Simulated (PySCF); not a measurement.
B3LYP has the VWN-RPA correlation part, as in Gaussian. 

Z-matrix (Å, degrees):
```
Ti
O 1 1.7617
C 2 1.4009 1 158.08
H 3 1.1123 2 110.07 1 -113.05
H 3 1.1123 4 108.29 2 120.12
H 3 1.1129 4 108.65 5 117.77
O 1 1.7700 2 115.59 3 0.48
C 7 1.4027 1 149.67 2 -97.37
H 8 1.1126 7 110.62 1 109.10
H 8 1.1128 9 108.14 7 -120.67
H 8 1.1138 9 108.79 10 -118.09
S 1 2.3195 2 105.08 3 -114.16
H 12 1.3667 1 90.58 2 -170.53
S 1 2.3231 2 110.69 3 124.78
H 14 1.3656 1 90.36 2 -149.55
```
Charge 0, multiplicity 1.

Problem. What is the computed dipole moment, charge on the central atom (Mulliken), total energy, HOMO, charge on the central atom (meta-Löwdin), HOMO–LUMO gap and LUMO (B3LYP-D3(BJ)/def2-TZVP // BP86-D3(BJ)/def2-SVP in PySCF)?

Solution. 
```json
{
  "dipole_moment": "3.49 D",
  "charge on the central atom (Mulliken)": "1.23 e",
  "total_energy": "-51095.18 eV",
  "HOMO": "-6.72 eV",
  "charge on the central atom (meta-Löwdin)": "1.22 e",
  "HOMO–LUMO gap": "4.57 eV",
  "LUMO": "-2.15 eV"
}
```
